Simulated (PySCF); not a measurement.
A GIAO shielding run with PySCF 2.14 (density fitting, non-relativistic, gas phase) on SMILES C1=C[C@H](C2CCC2)[SiH2][SiH2]1, C$_{7}$H$_{14}$Si$_{2}$:

```
$ OMP_NUM_THREADS=1 python probes_run.py task.json out

{"job": {"kind": "nmr", "xc": "PBE0", "basis": "pcSseg-1"}, "charge": 0, "multiplicity": 1}
C      2.581120    -0.106419    -1.059560
C      1.294502    -0.435781    -1.114911
C      0.377204    -0.498493     0.071932
C     -0.861208     0.351630    -0.192327
C     -1.843246    -0.140022    -1.276597
C     -3.006289     0.049242    -0.292087
C     -1.995155     0.261471     0.844504
Si     1.317412     0.020894     1.673761
Si     3.340758     0.314981     0.612501
H      3.160088    -0.089555    -1.973229
H      0.825103    -0.676657    -2.064776
H      0.038879    -1.539012     0.165369
H     -0.555365     1.385964    -0.368910
H     -1.685601    -1.184205    -1.543978
H     -1.887508     0.453066    -2.188542
H     -3.675963    -0.801587    -0.179597
H     -3.601058     0.936145    -0.502398
H     -1.894597    -0.607531     1.492319
H     -2.148748     1.143596     1.462231
H      1.183134    -1.051550     2.668890
H      0.664992     1.198304     2.258045
H      4.431741    -0.616272     0.931381
H      3.935052     1.658777     0.586057
```

Hardware: 1 thread of an Arm Neoverse V2, shared host. The job also computes population analyses, field gradients, ring-centre shieldings.

Q: How large is the calculation?

A: 84 electrons, 237 basis functions and 1271 auxiliary functions.

Q: How long does it take, and how much memory does it need?

A: 75 s of wall time, with 14 SCF cycles and 5 response iterations; peak memory 1.1 GiB. Times on a shared host scatter by some tens of per cent.
